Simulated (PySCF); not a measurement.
**From computed data to an observable: chemical shift, span and skew from a shielding tensor**

Mg(Br)(NH2) (BrH2MgN), SMILES [NH2][Mg][Br]. Atoms are numbered in the order given.

```xyz
5

Mg     0.0000     0.0000    -1.1366
Br     0.0000     0.0000     1.1980
N      0.0000     0.0000    -3.0106
H      0.0000    -0.8129    -3.6076
H      0.0000     0.8129    -3.6076
```

Geometry: PBE0-D3(BJ)/def2-TZVP. One conformer was computed; it need not be the lowest.

GIAO shieldings from HF/pcSseg-2 in PySCF, non-relativistic, no solvent. The symmetric part of the tensor of N3 has the principal values 261.9, 295.4, 299.8 ppm. The same nucleus in NH3 has σ = 262.2 ppm at this level (PySCF, at its B3LYP-D3(BJ)/def2-TZVP geometry). Without spin–orbit terms, shifts of atoms bonded to Cl or Br come out too high.

Task: Work out the isotropic shielding, the ¹⁵N shift against NH3, the span and the skew.

Result: 
σ(iso) = (σ11 + σ22 + σ33)/3 = 285.7 ppm. δ = σ(ref) − σ(iso) = 262.2 − (285.7) = -23.5 ppm.
Span Ω = σ33 − σ11 = 37.9 ppm. Skew κ = 3(σ(iso) − σ22)/Ω = -0.77. Tumbling in solution averages the tensor to δ; in a static solid the shielding alone would spread this spin-1/2 line over Ω.
